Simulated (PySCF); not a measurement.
C2H3AlClNO. Atoms are numbered in the order given.

```xyz
9

Al    -0.3667     0.5095    -0.3225
Cl    -2.1281    -0.6563    -0.2705
C     -0.3107     2.2905    -1.0911
H      0.4673     2.3499    -1.8806
H     -0.0394     3.0373    -0.3155
H     -1.2820     2.5870    -1.5331
N      1.0867    -0.2403     0.3916
C      2.0408    -0.8006     0.8900
O      2.9765    -1.3373     1.3732
```
Charge 0, spin multiplicity 1.

The structure is a stationary point at PBE-D3(BJ)/def2-SVP. The structure was generated by enumeration; whether it is a known compound was not checked. Other conformers were not sampled.

All values below come from PBE/pcSseg-1 (PySCF).

GIAO shieldings, no solvent; atoms alike by connectivity are averaged. δ = σ(ref) − σ: ³⁵Cl against HCl (σ = 936.5 ppm); ¹³C against TMS (σ = 182.0 ppm); ¹H against TMS (σ = 31.49 ppm); ¹⁵N against NH3 (σ = 267.0 ppm); ¹⁷O against H2O (σ = 334.3 ppm), references at their B3LYP-D3(BJ)/def2-TZVP geometries, non-relativistic (without spin–orbit terms, shifts of atoms bonded to Cl or Br come out too high).

| nucleus | atoms | count | δ (ppm) |
|---|---|---|---|
| ³⁵Cl | Cl2 | 1 | 66.3 |
| ¹³C | C8 | 1 | 126.6 |
| ¹³C | C3 | 1 | -7.9 |
| ¹H | H4, H5, H6 | 3 | 0.39 |
| ¹⁵N | N7 | 1 | 72.0 |
| ¹⁷O | O9 | 1 | 153.2 |
